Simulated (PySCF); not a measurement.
A series of related molecules.

All values: CAM-B3LYP/def2-SVPD (PySCF) at PBE0-D3(BJ)/def2-SVP geometries, gas phase, one conformer each. Core orbitals are frozen in the response; Δα² is half the sum of the squared differences of the principal polarisabilities.

**Question.** Rank by HOMO energy, highest first.
A. `O([C@@H]1C=CC[SiH2]1)[SiH3]`
B. `C1=COC([C@H]2C=CC[SiH2]2)=C1`
C. `C1=CC[SiH2][C@H]1OCC`
D. `C1=C[C@H](c2cccs2)[SiH2]C1`
E. `FC(F)[C@H]1C=CC[SiH2]1`
F. `CC(C)(C)[C@H]1C=CC[SiH2]1`

**Answer.** B (-7.37 eV), D (-7.53 eV), C (-8.22 eV), F (-8.34 eV), A (-8.53 eV), E (-8.86 eV).

**Question.** Rank by dipole moment, lowest first.
A. `CC(C)(C)[C@H]1C=CC[SiH2]1`
B. `[CH3:1][CH2:2][O:3][C@H:4]1[CH:5]=[CH:6][CH2:7][SiH2:8]1` with C1–C2–O3–C4 177°, C2–O3–C4–C5 170°
C. `ClC(Cl)(Cl)[C@H]1C=CC[SiH2]1`
D. `[F:1][CH:2]([F:3])[C@H:4]1[CH:5]=[CH:6][CH2:7][SiH2:8]1` with F1–C2–C4–C5 62°, C2–C4–C5–C6 131°, C5–C6–C7–Si8 -6°, C6–C7–Si8–C4 8°, C2–C4–Si8–C7 -132°
E. `[CH:1]1=[CH:2][C@H:3]([c:4]2[cH:5][cH:6][cH:7][s:8]2)[SiH2:9][CH2:10]1` with C2–C3–C4–C5 -33°
F. `[N:1]#[C:2][CH2:3][C@@H:4]1[CH:5]=[CH:6][CH2:7][SiH2:8]1` with C2–C3–C4–C5 -60°

**Answer.** A (0.38 D), B (0.94 D), E (1.13 D), C (2.38 D), D (2.83 D), F (4.31 D).

**Question.** Rank by polarisability anisotropy Δα, lowest first.
A. `[SiH3:1][O:2][C@@H:3]1[CH:4]=[CH:5][CH2:6][SiH2:7]1` with Si1–O2–C3–C4 -163°
B. `[F:1][CH:2]([F:3])[C@H:4]1[CH:5]=[CH:6][CH2:7][SiH2:8]1` with F1–C2–C4–C5 62°, C2–C4–C5–C6 131°, C5–C6–C7–Si8 -6°, C6–C7–Si8–C4 8°, C2–C4–Si8–C7 -132°
C. `ClC(Cl)(Cl)[C@H]1C=CC[SiH2]1`
D. `[CH:1]1=[CH:2][C@H:3]([c:4]2[cH:5][cH:6][cH:7][o:8]2)[SiH2:9][CH2:10]1` with C2–C3–C4–C5 -22°
E. `[CH:1]1=[CH:2][C@H:3]([c:4]2[cH:5][cH:6][cH:7][s:8]2)[SiH2:9][CH2:10]1` with C2–C3–C4–C5 -33°
F. `[N:1]#[C:2][CH2:3][C@@H:4]1[CH:5]=[CH:6][CH2:7][SiH2:8]1` with C2–C3–C4–C5 -60°

**Answer.** B (3.69 Å³), C (4.53 Å³), A (5.04 Å³), F (5.93 Å³), D (6.93 Å³), E (8.06 Å³).

All values together:

```
                      SMILES    formula  μ (D)  HOMO (eV)  LUMO (eV)  α (Å³)  Δα (Å³)  electrons  α per electron (Å³)  ΔSCF removal energy (eV)
   [SiH3]O[C@@H]1C=CC[SiH2]1  C4H10OSi2   1.19      -8.53       0.85   15.08     5.04         70                0.215                      9.16
      N#CC[C@@H]1C=CC[SiH2]1    C6H9NSi   4.31      -8.87       0.78   14.36     5.93         66                0.218                      9.58
  C1=C[C@H](c2cccs2)[SiH2]C1   C8H10SSi   1.13      -7.53       0.65   19.71     8.06         88                0.224                      8.05
   CC(C)(C)[C@H]1C=CC[SiH2]1    C8H16Si   0.38      -8.34       1.18   17.56     4.65         78                0.225                      8.98
        CCO[C@H]1C=CC[SiH2]1   C6H12OSi   0.94      -8.22       1.24   15.07     4.96         70                0.215                      8.84
  C1=C[C@H](c2ccco2)[SiH2]C1   C8H10OSi   1.06      -7.37       1.14   17.43     6.93         80                0.218                      7.99
      FC(F)[C@H]1C=CC[SiH2]1   C5H8F2Si   2.83      -8.86       1.00   12.39     3.69         70                0.177                      9.62
ClC(Cl)(Cl)[C@H]1C=CC[SiH2]1  C5H7Cl3Si   2.38      -8.95       0.18   18.02     4.53        102                0.177                      9.59
```

Conformers: `[SiH3:1][O:2][C@@H:3]1[CH:4]=[CH:5][CH2:6][SiH2:7]1` with Si1–O2–C3–C4 -163°; `[N:1]#[C:2][CH2:3][C@@H:4]1[CH:5]=[CH:6][CH2:7][SiH2:8]1` with C2–C3–C4–C5 -60°; `[CH:1]1=[CH:2][C@H:3]([c:4]2[cH:5][cH:6][cH:7][s:8]2)[SiH2:9][CH2:10]1` with C2–C3–C4–C5 -33°; `[CH3:1][CH2:2][O:3][C@H:4]1[CH:5]=[CH:6][CH2:7][SiH2:8]1` with C1–C2–O3–C4 177°, C2–O3–C4–C5 170°; `[CH:1]1=[CH:2][C@H:3]([c:4]2[cH:5][cH:6][cH:7][o:8]2)[SiH2:9][CH2:10]1` with C2–C3–C4–C5 -22°; `[F:1][CH:2]([F:3])[C@H:4]1[CH:5]=[CH:6][CH2:7][SiH2:8]1` with F1–C2–C4–C5 62°, C2–C4–C5–C6 131°, C5–C6–C7–Si8 -6°, C6–C7–Si8–C4 8°, C2–C4–Si8–C7 -132°.

**Question.** By how much does the ΔSCF value exceed −ε(HOMO) over the species that have both?

**Answer.** By 0.53 to 0.76 eV, 0.64 eV on average, over 8 species.
